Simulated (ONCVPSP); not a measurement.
What one change does to a pseudopotential (Be (Z = 4), ONCV)

beryllium, optimised norm-conserving Vanderbilt (ONCV), made with ONCVPSP 4.0.1 (PBE, scalar-relativistic). Core none, reference 1s2 2s1 (charge +1). Waves: 1s+2s: rc 0.70 bohr, ncon 4, nbas 8, qcut 17.1 1/bohr, 2 projectors; p scattering state at 0.17 Ha: rc 0.65 bohr, ncon 3, nbas 6, qcut 14.7 1/bohr, local; d scattering state at 0.08 Ha: rc 0.65 bohr, ncon 3, nbas 7, qcut 12.3 1/bohr, 2 projectors, debl 1.3 Ha. Local part: the p channel. Core correction: none.

All-electron outer shells of the reference configuration (PBE, scalar-relativistic, ld1.x):

```tsv
shell	level (eV)	outermost node (bohr)	outermost maximum (bohr)
1s	-117.79	–	0.27
2s	-13.70	0.59	1.89
```

Change: s: rc 0.84.

Cutoffs: the cutoffs (Ha) at which the residual kinetic energy of the hardest occupied pseudo-wave falls to 1 and 0.1 mHa per electron; they do not see the model core or the augmentation charge, which bear on the density cutoff. Errors are all-electron minus pseudo energies relative to the spin-unpolarised reference configuration.

Q: What does the change do?

A: The potential gets softer (108 Ha and 126 Ha → 93 Ha and 110 Ha); the errors of the 4 common tests hardly move; neither file shows a bound ghost. A larger radius leaves more room for a smooth pseudo-wave, so fewer plane waves are needed.

```tsv
quantity	base	changed
cutoff, loose	108 Ha	93 Ha
cutoff, tight	126 Ha	110 Ha
bound ghosts	none	none
GHOST(+) flags under 300 eV	none	none
error for 1s2 2s2, meV [ΔE -9.55 eV]	+0.2	+0.3
error for 1s2 2s0, meV [ΔE 17.95 eV]	+1.3	+1.5
error for 1s2 2s1.5, meV [ΔE -5.79 eV]	+0.1	+0.1
error for 1s2 2s0 2p1, meV [ΔE 3.91 eV]	+1.2	+1.4
p: phases at 0.66 bohr within 0.05 rad from the reference energy up to (Ha; the scan ends near 5)	to the end of the scan	to the end of the scan
d: phases at 0.66 bohr within 0.05 rad from the reference energy up to (Ha; the scan ends near 5)	to the end of the scan	to the end of the scan
```
